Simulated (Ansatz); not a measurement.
Born–Oppenheimer molecular dynamics of CH$_{6}$BNO (10 atoms, charge 0, multiplicity 1). It starts from a relaxed structure.

Computed with RKS PBE0-D4/6-31G (Ansatz 0.2.0).

| Property | Result |
| --- | --- |
| ensemble | NVT, Nosé–Hoover chain |
| time step | 0.5 fs |
| steps asked | 166 |
| set temperature | 100 K |
| thermostat | time constant 300 fs, chain length 1 |
| seed | 489157 |

Frames 5 fs apart, positions in Å, forces in eV/Å.

Velocities at 10 fs (Å/ps):

```
B -0.48 -2.21 3.13
N 0.58 -0.20 -0.65
H -3.12 1.29 4.49
H 8.82 6.83 -4.19
O -0.89 0.82 -0.19
H 9.11 0.51 -0.24
C 0.73 -0.89 0.01
H -6.74 -2.10 -10.41
H -3.10 11.26 -5.07
H -2.33 6.34 -6.22
```

```xyz
10
Properties=species:S:1:pos:R:3:forces:R:3 time_fs=10 energy_less_start_eV=0.058 T=44
B -0.030 -0.190 0.167 0.36 0.37 0.05
N -0.009 0.183 1.520 -0.22 0.32 0.34
H -0.825 0.512 2.021 0.25 -0.13 -0.17
H 0.867 0.268 2.022 -0.20 -0.21 -0.07
O 1.237 -0.567 -0.349 -0.77 0.03 -0.14
H 1.184 -0.768 -1.296 0.32 -0.11 -0.10
C -1.315 -0.062 -0.761 0.52 -0.38 0.38
H -1.587 -1.036 -1.174 -0.12 -0.16 -0.14
H -2.191 0.340 -0.251 -0.04 0.08 0.08
H -1.067 0.588 -1.600 -0.09 0.20 -0.23
10
Properties=species:S:1:pos:R:3:forces:R:3 time_fs=15 energy_less_start_eV=0.063 T=40
B -0.029 -0.197 0.179 0.09 0.27 -0.86
N -0.007 0.185 1.522 0.09 0.03 -0.13
H -0.806 0.501 2.023 -0.39 0.13 0.25
H 0.873 0.276 1.991 0.24 -0.14 0.30
O 1.227 -0.563 -0.351 -0.27 -0.08 -0.04
H 1.255 -0.774 -1.298 -0.03 0.02 0.16
C -1.309 -0.069 -0.761 -0.10 0.09 -0.35
H -1.623 -1.029 -1.219 0.09 0.25 0.26
H -2.190 0.384 -0.275 0.20 -0.28 0.08
H -1.087 0.609 -1.618 0.09 -0.29 0.34
10
Properties=species:S:1:pos:R:3:forces:R:3 time_fs=20 energy_less_start_eV=0.070 T=33
B -0.026 -0.198 0.175 -0.25 0.30 -0.61
N -0.005 0.189 1.525 0.00 0.18 0.39
H -0.819 0.498 2.047 0.42 -0.16 -0.26
H 0.891 0.247 2.005 -0.45 -0.12 -0.04
O 1.214 -0.559 -0.353 0.40 -0.13 0.29
H 1.324 -0.780 -1.283 -0.24 -0.01 -0.10
C -1.304 -0.075 -0.765 0.05 0.16 0.40
H -1.646 -0.998 -1.222 0.01 -0.47 0.00
H -2.161 0.379 -0.270 -0.20 -0.03 0.30
H -1.084 0.593 -1.593 0.28 0.28 -0.36
10
Properties=species:S:1:pos:R:3:forces:R:3 time_fs=25 energy_less_start_eV=0.068 T=35
B -0.028 -0.192 0.158 -0.09 0.40 0.54
N -0.002 0.194 1.529 -0.08 -0.37 -1.02
H -0.800 0.481 2.049 -0.47 0.15 0.19
H 0.860 0.193 2.034 0.39 -0.06 0.20
O 1.206 -0.558 -0.351 0.72 -0.23 0.03
H 1.337 -0.787 -1.279 -0.26 0.01 -0.03
C -1.298 -0.077 -0.764 -0.39 0.14 -0.21
H -1.652 -1.032 -1.207 0.30 0.33 0.19
H -2.155 0.357 -0.217 0.20 -0.04 -0.26
H -1.036 0.605 -1.608 -0.32 -0.32 0.36
10
Properties=species:S:1:pos:R:3:forces:R:3 time_fs=30 energy_less_start_eV=0.058 T=44
B -0.032 -0.178 0.152 0.34 0.27 0.75
N -0.001 0.195 1.522 -0.23 -0.14 0.22
H -0.822 0.476 2.053 0.34 -0.10 -0.32
H 0.853 0.124 2.075 -0.39 0.04 -0.41
O 1.209 -0.561 -0.349 0.44 -0.21 -0.16
H 1.291 -0.793 -1.284 -0.11 0.00 0.02
C -1.299 -0.077 -0.764 0.25 -0.03 0.67
H -1.606 -1.035 -1.167 -0.08 -0.40 -0.22
H -2.131 0.334 -0.204 -0.38 0.22 -0.04
H -1.043 0.579 -1.585 -0.17 0.36 -0.52
10
Properties=species:S:1:pos:R:3:forces:R:3 time_fs=35 energy_less_start_eV=0.032 T=70
B -0.028 -0.158 0.160 0.58 0.05 -0.06
N -0.005 0.193 1.515 -0.40 -0.18 -0.14
H -0.821 0.466 2.019 -0.29 0.16 0.21
H 0.818 0.060 2.064 0.45 0.04 0.23
O 1.218 -0.566 -0.348 -0.13 -0.08 -0.12
H 1.220 -0.800 -1.287 0.10 -0.04 -0.04
C -1.297 -0.077 -0.756 -0.31 0.21 -0.37
H -1.564 -1.079 -1.155 -0.01 0.44 0.14
H -2.164 0.343 -0.216 0.14 -0.23 -0.23
H -1.101 0.591 -1.628 -0.14 -0.38 0.37
10
Properties=species:S:1:pos:R:3:forces:R:3 time_fs=40 energy_less_start_eV=0.051 T=51
B -0.013 -0.137 0.167 0.07 -0.11 -0.91
N -0.013 0.188 1.510 0.09 -0.03 1.12
H -0.842 0.478 2.006 0.24 -0.01 0.01
H 0.821 0.016 2.065 -0.37 0.25 -0.09
O 1.225 -0.573 -0.350 -0.36 -0.02 -0.25
H 1.172 -0.813 -1.290 0.24 -0.01 0.08
C -1.299 -0.073 -0.750 0.07 0.11 0.13
H -1.532 -1.067 -1.126 -0.15 -0.37 -0.07
H -2.191 0.315 -0.261 -0.15 -0.05 0.34
H -1.178 0.554 -1.629 0.32 0.25 -0.35
10
Properties=species:S:1:pos:R:3:forces:R:3 time_fs=45 energy_less_start_eV=0.045 T=57
B 0.004 -0.118 0.156 -0.47 -0.12 -0.25
N -0.022 0.182 1.519 -0.04 0.01 0.11
H -0.839 0.499 2.007 -0.03 0.04 0.02
H 0.793 0.017 2.077 0.24 0.09 0.27
O 1.227 -0.580 -0.355 -0.22 0.09 -0.06
H 1.179 -0.832 -1.288 0.21 -0.05 -0.11
C -1.302 -0.067 -0.746 -0.24 -0.25 -0.53
H -1.524 -1.097 -1.102 0.10 0.28 0.09
H -2.226 0.269 -0.248 0.36 0.05 0.09
H -1.196 0.543 -1.667 0.10 -0.13 0.37
10
Properties=species:S:1:pos:R:3:forces:R:3 time_fs=50 energy_less_start_eV=0.046 T=56
B 0.012 -0.102 0.141 -0.51 -0.29 0.60
N -0.029 0.177 1.532 0.42 0.00 -0.31
H -0.840 0.526 2.011 -0.12 0.01 -0.08
H 0.782 0.045 2.123 -0.10 0.04 -0.20
O 1.226 -0.585 -0.362 0.00 0.13 -0.10
H 1.234 -0.856 -1.293 0.02 0.07 0.11
C -1.307 -0.066 -0.749 0.43 -0.31 0.24
H -1.503 -1.096 -1.069 -0.03 -0.16 -0.15
H -2.201 0.241 -0.205 -0.01 0.29 0.03
H -1.188 0.526 -1.656 -0.10 0.23 -0.14
10
Properties=species:S:1:pos:R:3:forces:R:3 time_fs=55 energy_less_start_eV=0.067 T=36
B 0.009 -0.092 0.136 0.08 -0.64 0.57
N -0.032 0.171 1.539 -0.12 0.29 -0.61
H -0.855 0.550 1.990 0.17 -0.15 -0.16
H 0.770 0.080 2.143 0.05 -0.05 -0.16
O 1.225 -0.589 -0.369 -0.01 0.32 0.41
H 1.293 -0.868 -1.290 -0.19 0.08 -0.08
C -1.305 -0.071 -0.749 0.34 0.06 0.18
H -1.488 -1.111 -1.064 -0.16 0.16 -0.06
H -2.166 0.271 -0.162 -0.05 0.01 -0.23
H -1.200 0.545 -1.655 -0.12 -0.07 0.13
10
Properties=species:S:1:pos:R:3:forces:R:3 time_fs=60 energy_less_start_eV=0.065 T=38
B 0.007 -0.097 0.144 0.35 -0.78 -0.03
N -0.035 0.170 1.535 0.13 0.19 -0.82
H -0.859 0.553 1.953 -0.22 0.05 0.26
H 0.771 0.103 2.129 0.15 -0.06 0.05
O 1.224 -0.588 -0.371 0.05 0.30 0.48
H 1.309 -0.858 -1.294 -0.27 0.11 -0.01
C -1.296 -0.074 -0.744 -0.08 0.35 0.15
H -1.509 -1.102 -1.075 -0.15 0.11 0.02
H -2.146 0.306 -0.163 -0.13 -0.19 -0.09
H -1.233 0.559 -1.639 0.17 -0.08 -0.01
10
Properties=species:S:1:pos:R:3:forces:R:3 time_fs=65 energy_less_start_eV=0.035 T=68
B 0.011 -0.118 0.151 -0.16 -0.46 -0.36
N -0.037 0.173 1.520 0.10 0.39 0.39
H -0.875 0.548 1.951 0.35 -0.19 -0.04
H 0.786 0.114 2.112 -0.32 0.01 -0.17
O 1.224 -0.583 -0.365 0.28 0.09 0.13
H 1.265 -0.824 -1.301 -0.11 0.05 0.05
C -1.289 -0.071 -0.737 -0.40 0.20 -0.02
H -1.562 -1.073 -1.086 0.06 -0.14 -0.02
H -2.155 0.304 -0.182 -0.07 0.00 0.15
H -1.229 0.559 -1.629 0.28 0.06 -0.11
```

Of the whole run (83 fs, mean temperature of the second half 51 K): The conserved energy stayed within 0.045 meV per atom of its start (net change 0.022 meV per atom), so the integration is sound. The mean temperature of the second half is 49 % below the set value. A run of 0.083 ps of so small a system gives no equilibrium averages. Limits of this set-up: no polarisation functions.

Time of the run: 2 min on 1 thread of AMD EPYC 9R45 96-Core Processor (Zen 5), on a shared host, peak memory 0.12 GiB.
